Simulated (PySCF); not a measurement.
All values below come from ωB97X-D3(BJ)/def2-TZVP // B3LYP-D3(BJ)/def2-SVP (PySCF 2.14.0). Isolated molecules, 0 K electronic values unless said otherwise. Excitations are Tamm–Dancoff values on a coarser integration grid. The basis has no diffuse functions, so Rydberg states are missing or too high.

Reference species (SMILES): `CC1=C[Si@@H](C)C(C)=C1C` (neutral, multiplicity 1).

- HOMO = -8.29 eV
- S1 excitation (TDA) = 4.66 eV
- dipole moment = 0.97 D
- S1 oscillator strength = 0.085

Changed species: `[Si]1(C)(C)C(C)=CC(=C1)C`.

**Question.** Predict the effect on the HOMO, S1 excitation (TDA), dipole moment and S1 oscillator strength.

**Answer.** the HOMO falls by 0.08 eV, to -8.37 eV; the S1 excitation (TDA) rises by 0.09 eV, to 4.75 eV; the dipole moment falls by 0.75 D, to 0.22 D; the S1 oscillator strength goes up by 0.017, to 0.102.
